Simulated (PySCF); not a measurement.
# Polarisability and C₆ of Mn²⁺ (manganese, charge +2)

[Ar] 3d5, high-spin 6S determinant. All numbers are calculated (PySCF 2.14, scalar relativity by spin-free X2C-1e, in aug-cc-pwCVTZ-DK). Coupled (time-dependent) response in atomic units; α is the mean over directions.

```
method  mean α (bohr³)  C₆ (like pair)  S(−4)
   UHF           3.281           9.609  4.972
   PBE           4.205           12.50  10.97
```

S(−4) is the Cauchy moment in α(ω) = α(0) + S(−4) ω² + …

α(iu) at UHF:

```csv
u (hartree),α(iu) (bohr³)
0,3.281
0.0500,3.269
0.100,3.233
0.200,3.102
0.300,2.924
0.500,2.538
0.750,2.122
1.00,1.797
1.50,1.335
2.00,1.027
3.00,0.6546
5.00,0.3279
```

A single London oscillator, α(iu) = α/(1 + u²/ω²), gives C₆ = (3/4) ω α². Matching the computed C₆ needs ω = 4 × 9.609 / (3 × 3.281²) = 1.19 hartree.

For an ion, C₆ is the dispersion term alone; charge-induced terms of lower order in 1/R come first.
